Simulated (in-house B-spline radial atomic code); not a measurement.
A fraction x of an electron is removed from 5p in Dy⁵⁺, starting from [Kr] 4d10 4f8 5s2 5p5 and keeping the highest spin. Level of theory: scalar-relativistic (X2C) TPSS, spin-polarised, spherical fractional occupations, Fermi nucleus of rms radius 5.2218 fm; calculated with an all-electron radial atomic-structure program (B-spline basis).

| x | E(x) - E(0) (eV) | 5p down level (eV) |
| --- | --- | --- |
| 0 | 0.0000 | -82.703 |
| 0.19 | 15.9741 | -85.446 |
| 0.29 | 24.5910 | -86.893 |
| 0.48 | 41.3621 | -89.646 |
| 0.5 | 43.1579 | -89.936 |
| 0.6 | 52.2241 | -91.387 |
| 0.71 | 62.3645 | -92.984 |
| 0.78 | 68.9089 | -94.001 |
| 0.89 | 79.3369 | -95.598 |
| 1 | 89.9405 | -97.195 |

The exact functional would give a straight line between the two integer points. Deviations E(x) - E(0) - x[E(1) - E(0)], in eV: -1.115 at x = 0.19, -1.492 at x = 0.29, -1.809 at x = 0.48, -1.812 at x = 0.5, -1.74 at x = 0.6, -1.493 at x = 0.71, -1.245 at x = 0.78, -0.71 at x = 0.89.

The curve lies below the straight line by up to 1.812 eV (at x = 0.5): convex, the delocalisation error that favours fractional charges.

**Question.** How well does Slater's transition state (minus the level at half occupation) give the ionisation energy?

**Answer.** It gives 89.936 eV against 89.941 eV from the two total energies; NIST lists 93.00 eV, ground level to ground level.
